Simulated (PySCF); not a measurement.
## Xe²⁺: ionisation energy

Xe²⁺ [Kr] 4d10 5s2 5p4 (3P) → Xe³⁺ [Kr] 4d10 5s2 5p3 (4S), as a difference of total energies. Calculation: PySCF 2.14, in dyall-av2z (22s16p12d, 130 functions); the non-relativistic Hamiltonian (point nucleus). Correlated levels: valence: [Kr] 4d10 frozen; virtual orbitals above 40 to 60 times the deepest correlated orbital energy dropped. The calculations carry no spin-orbit coupling.

| method | ionisation energy (eV) |
| --- | --- |
| UHF | 29.121 |
| MP2 (valence) | 29.493 |
| SCS-MP2 (valence) | 29.511 |
| CCSD (valence) | 29.516 |
| CCSD(T) (valence) | 29.527 |

Q: How much does correlation contribute at CCSD(T) (valence)?

A: 29.527 − (29.121) = 0.406 eV, measured against UHF.

These non-relativistic numbers lack the scalar-relativistic shift.

The reference lies between the lowest fine-structure levels, while these numbers refer to the centres of the terms.

For comparison: 31.05 ± 0.04 eV (semi-empirical (NIST evaluation); NIST Atomic Spectra Database, ionization energies).
